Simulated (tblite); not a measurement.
Species: C₇H₁₆PSi (charge +1).
Atom-mapped SMILES: `[CH3:1][C:2]([CH3:3])([CH3:4])[C:5]1=[CH:6][P@@H+:7]1[CH2:8][SiH3:9]` (hydrogens: H10, H11, H12 on C1; H13, H14, H15 on C3; H16, H17, H18 on C4; H19 on C6; H20 on P7; H21, H22 on C8; H23, H24, H25 on Si9)

Structure used (GFN2-xTB), in Å, numbered top down from 1:
```xyz
25
C7H16PSi angstrom
C     -2.424    1.502    0.565
C     -1.690    0.163    0.456
C     -1.957   -0.509   -0.897
C     -2.089   -0.783    1.594
C     -0.247    0.419    0.561
C      0.782    1.259    0.675
P      1.344   -0.429    0.553
C      2.317   -0.903   -0.889
Si     4.104   -0.110   -0.860
H     -2.123    2.174   -0.234
H     -2.215    1.978    1.519
H     -3.495    1.335    0.491
H     -1.397   -1.440   -0.980
H     -3.015   -0.736   -0.987
H     -1.675    0.147   -1.718
H     -1.912   -0.321    2.562
H     -1.519   -1.710    1.538
H     -3.145   -1.025    1.517
H      1.022    2.296    0.764
H      1.852   -0.875    1.757
H      2.376   -1.992   -0.911
H      1.758   -0.583   -1.770
H      3.873    1.332   -0.935
H      4.788   -0.672   -2.015
H      4.675   -0.494    0.431
```

Computed geometry: GFN2-xTB, gas phase.

Take the most abundant isotopes and a rigid rotor. The values belong to one conformer with, in the numbering `[CH3:1][C:2]([CH3:3])([CH3:4])[C:5]1=[CH:6][P@@H+:7]1[CH2:8][SiH3:9]`, C6–P7–C8–Si9 70°.

(1) What are A, B and C (cm⁻¹)?

(2) What kind of rotor is it?

(3) Is it planar, by Δ = Ic − Ia − Ib?

(4) Give the other two planar moments, Paa and Pbb, and the rms extents of the mass along the axes.

(5) List the rotational levels J(Ka,Kc) to J = 4 (MHz).

Results:

(1) Ia = 185.44, Ib = 1001.34, Ic = 1021.23 u·Å²; 505379 MHz·u·Å²/I gives 2725, 504.7 and 494.9 MHz, that is A = 0.09091, B = 0.01684, C = 0.01651 cm⁻¹.

(2) A near-prolate asymmetric top: κ = (2 × 504.7 − 2725 − 494.9)/(2725 − 494.9) = -0.99.

(3) Not planar: Δ = Ic − Ia − Ib = -165.55 u·Å². For a rigid frame Δ = −2 Σ m c², so Σ m c² = 82.78 u·Å² lies off the ab plane: 26.67 from hydrogen and 56.10 from heavier atoms. The atom farthest from that plane is 2.05 Å away.

(4) Paa = Σ m a² = (Ib + Ic − Ia)/2 = 918.57 and Pbb = Σ m b² = (Ia + Ic − Ib)/2 = 102.66 u·Å². With the mass M = 159.08 u, the rms extents √(P/M) along a, b and c are 2.40, 0.80, 0.72 Å.

(5) Above 0(0,0):
J = 1: 1(0,1) 1000, 1(1,1) 3220, 1(1,0) 3230
J = 2: 2(0,2) 2999, 2(1,2) 5210, 2(1,1) 5239, 2(2,1) 11901, 2(2,0) 11901
J = 3: 3(0,3) 5997, 3(1,3) 8194, 3(1,2) 8252, 3(2,2) 14900, 3(2,1) 14900, 3(3,1) 26028, 3(3,0) 26028
J = 4: 4(0,4) 9995, 4(1,4) 12172, 4(1,3) 12270, 4(2,3) 18898, 4(2,2) 18899, 4(3,2) 30026, 4(3,1) 30026, 4(4,1) 45605, 4(4,0) 45605
Those of J = 1 are B + C, A + C and A + B.

Its GFN2-xTB frequencies are all real (lowest 26 cm⁻¹). These are rigid-rotor constants of the computed structure; measured ground-state constants (B0) also hold zero-point vibration.

The run took 1.5 s of wall time on one thread of an Arm Neoverse V1, no GPU, shared host. This is the geometry optimisation.
